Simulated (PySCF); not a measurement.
Ge(tBu)2H2, C8H20Ge.
Bonds: Ge1–C2, Ge1–C15, C2–C3, C2–C4, C2–C5, C15–C16, C15–C17, C15–C18. Hydrogens: H28, H29 on Ge1; H6, H7, H8 on C3; H9, H10, H11 on C4; H12, H13, H14 on C5; H19, H20, H21 on C16; H22, H23, H24 on C17; H25, H26, H27 on C18.

Method used: PBE0-D3(BJ)/def2-SVP geometry optimisation, gas phase in PySCF.

Question: What internal coordinates does the optimisation give?

Answer: 
| bond | length (pm) |
| --- | --- |
| Ge1–C2, Ge1–C15 | 199.2 |
| Ge1–H28, Ge1–H29 | 155.0 |
| C2–C3 and 5 like bonds | 152.9 |
| C3–H6 and 17 like bonds | 110.3 |

Bonds in one row agree within 1 pm and their mean is given. A selection of angles:
| angle | degrees |
| --- | --- |
| C2–Ge1–C15 | 118.0 |
| C2–Ge1–H28 | 107.1 |
| H28–Ge1–H29 | 108.1 |
| Ge1–C2–C3 | 111.0 |
| Ge1–C2–C4 | 106.6 |
| Ge1–C2–C5 | 109.9 |
| C3–C2–C4 | 109.7 |
| C2–C3–H6 | 110.2 |
| C2–C3–H7 | 112.1 |
| H6–C3–H7 | 107.3 |

Torsions: C15–Ge1–C2–C3 -47° (synclinal); C2–Ge1–C15–C16 74° (synclinal). The mirror-image conformer, all signs reversed, is as good.

All 6 C–C bonds measure 1.528 to 1.530 Å. Of the pairs four or more bonds apart, H8···H20 is among the closest relative to their van der Waals radii: 2.33 Å, 97 % of the sum of Bondi's values. Ge1 (germanium bonded to 2 C and 2 H) is distorted tetrahedral (angles from 107.1° to 118.0°).

Point group: C2 (tolerance 0.08 Å). Not checked by PBE0-D3(BJ)/def2-SVP frequencies.

The run took 2.6 min wall, 6.5 min CPU on an AMD EPYC 7R43 with 2 threads, shared host with 256 logical CPUs at a one-minute load of 41, and the process peaked at 1.5 GiB of memory. These figures are those of the optimisation.
